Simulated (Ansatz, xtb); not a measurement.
## GeH4NS+: which of two structures lies lower

Structure I: a singlet given by its coordinates. Structure II: `[NH2+]=[GeH][SH]`, a singlet. Both are isolated ions in the gas phase, relaxed with PBE0-D3(BJ)/def2-SVP; the shapes shown needn't be the lowest conformers.

I (Å):

```xyz
7

Ge    2.2650    0.7825   -3.8341
N     0.4744    0.8910   -2.6293
S     3.5092   -0.1575   -2.2786
H     0.5907    1.4636   -1.7852
H    -0.2905    1.3149   -3.1664
H     0.1394   -0.0291   -2.3210
H     2.6213   -0.2557   -1.2617
```

Close contacts (Å): Ge1–N2 2.16, Ge1–S3 2.20, N2–H4 1.03, N2–H5 1.03, N2–H6 1.03, S3–H7 1.35.

II (Å):

```xyz
7

Ge    0.1405   -0.6657   -0.2526
N     1.3297   -0.0955    0.8812
S    -0.9155    0.8111   -1.3691
H    -1.6471   -0.1150   -2.0378
H     1.5396    0.8890    1.0327
H    -0.0665   -2.1653   -0.3721
H     1.8806   -0.7293    1.4569
```

Which of the two would you expect CCSD(T)/def2-TZVP electronic energies to favour?

Structure I; the calculation gives E(II) − E(I) = +0.640 eV.

How the difference moves with the method:

| level | geometry | E(II) − E(I) (eV) | departure from the last row (eV) | job, with rough time for the two |
| --- | --- | --- | --- | --- |
| GFN2-xTB | GFN2-xTB | +1.303 | +0.663 | optimisation, 0.35 s |
| HF/STO-3G | GFN2-xTB | −0.410 | −1.050 | single point, 0.64 s |
| r2SCAN-D4/def2-SVP | GFN2-xTB | +0.753 | +0.113 | single point, 3.9 s |
| PBE0-D3(BJ)/def2-SVP | PBE0-D3(BJ)/def2-SVP | +0.820 | +0.180 | optimisation, 55 s |
| HF/def2-TZVP | PBE0-D3(BJ)/def2-SVP | +0.611 | −0.029 | part of the CCSD(T) run |
| MP2/def2-TZVP | PBE0-D3(BJ)/def2-SVP | +0.548 | −0.093 | part of the CCSD(T) run |
| CCSD(T)/def2-TZVP | PBE0-D3(BJ)/def2-SVP | +0.640 |  | single point, 71 s |

HF/STO-3G puts the two in the other order. The largest departure from CCSD(T)/def2-TZVP is that of HF/STO-3G, 1.050 eV.

With harmonic frequencies from PBE0-D3(BJ)/def2-SVP (ideal gas, rigid rotor, one conformer each, 298.15 K, 1 atm): the zero-point term adds −0.116 eV; ΔH is +0.513 and ΔG +0.555 eV.

The correlated steps freeze 15 core orbitals; the filled d shell of Ge is correlated, in a basis made for valence electrons. Codes used: Ansatz 0.2.0, xtb 6.7.1; the last row on 1 thread of Intel(R) Xeon(R) Platinum 8259CL CPU @ 2.50GHz (Skylake/Cascade Lake) on a shared host.
